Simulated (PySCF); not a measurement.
Compound: C₃H₁₀FOSi₂ (doublet state).
Atom-mapped SMILES: `[CH3:1][CH:2]([CH3:3])[SiH2:4][O:5][SiH:6][F:7]` (hydrogens: H8, H9, H10 on C1; H11 on C2; H12, H13, H14 on C3; H15, H16 on Si4; H17 on Si6)

Geometry (GFN2-xTB, Å), atoms numbered from 1 in this order:
```xyz
17
C3H10FOSi2 angstrom
C     -1.4142   -0.7811    1.0113
C     -0.8417   -0.3166   -0.3272
C     -1.8820    0.4971   -1.0903
Si     0.7558    0.6919   -0.1102
O      1.8129   -0.2893    0.6521
Si     3.2920   -0.5613    1.2230
F      4.0013    0.8830    1.4048
H     -0.6844   -1.3766    1.5554
H     -1.6870    0.0733    1.6277
H     -2.3077   -1.3867    0.8580
H     -0.6199   -1.2121   -0.9192
H     -2.1504    1.3917   -0.5323
H     -1.4975    0.8076   -2.0592
H     -2.7884   -0.0853   -1.2528
H      0.5602    1.8638    0.7418
H      1.3442    1.0556   -1.4010
H      4.0998   -1.2429    0.2345
```

The hyperfine couplings belong to this conformer and change with its torsions.

Computed, not measured: UKS B3LYP, pcH-1 on C F H O Si, non-relativistic, mean-field spin-orbit, GIAO (PySCF 2.14.0). Isolated species at its GFN2-xTB geometry (one conformer only). A GFN2-xTB geometry isn't a minimum of the functional, and hyperfine couplings can be far from their values at a DFT geometry, by a factor of two or more for some ions and for spin on atoms past the first row. Stability of the SCF solution: not tested.

Q: Give the principal g shifts and their parts.

A: 
| Δg (ppm) | 1 | 2 | 3 |
| --- | --- | --- | --- |
| relativistic mass correction | -179 | -179 | -179 |
| gauge correction | 87 | 100 | 5 |
| orbital Zeeman/spin–orbit | -1577 | -118 | 133 |
| total | -1669 | -197 | -40 |

So g = 2.00065, 2.00212, 2.00228 and g_iso = 2.00168; the tensor is close to axial: the two nearest values differ by 10 % of g3 − g1. 

Q: How much does each term add to the isotropic shift?

A: The orbital-Zeeman/spin–orbit term -521, the mass correction -179 and the gauge correction 64 ppm, for a total of -635 ppm. The orbital-Zeeman/spin–orbit term is the largest in size. The mass correction is the same along every axis, so the anisotropy comes from the other two: their spans along these axes are 95 (gauge) and 1710 ppm (orbital Zeeman/spin–orbit).

Q: At 33.836 GHz, how far is the centre of the isotropic spectrum from where a free electron (g = 2.002319) resonates?

A: B = hν/(g μB) with μB/h = 13.99624 MHz/mT gives 1207.35 mT for the free electron and 1207.74 mT at g_iso, 0.38 mT higher.

Q: In a frozen sample, at which fields do the three g values resonate at 9.5, 34, 94 and 263 GHz (hyperfine left aside), and which band first spreads them over more than twice a line width of 1.0 mT?

A: 
```csv
band,GHz,B(g3) mT,B(g2) mT,B(g1) mT,spread mT
X,9.5,338.99,339.02,339.27,0.28
Q,34.0,1213.23,1213.32,1214.22,0.99
W,94.0,3354.22,3354.48,3356.95,2.73
J,263.0,9384.68,9385.42,9392.32,7.64
```

The spread grows in proportion to the frequency. W band is the first where it exceeds 2.0 mT.

Largest spin populations (Mulliken): Si6 (+0.79) and H17 (+0.12). Si6 is the only atom above +0.15. The angles at Si6 add up to 322.1°, so it is pyramidal.

The HOMO–LUMO gaps are 6.47 eV among the α and 5.15 eV among the β orbitals.
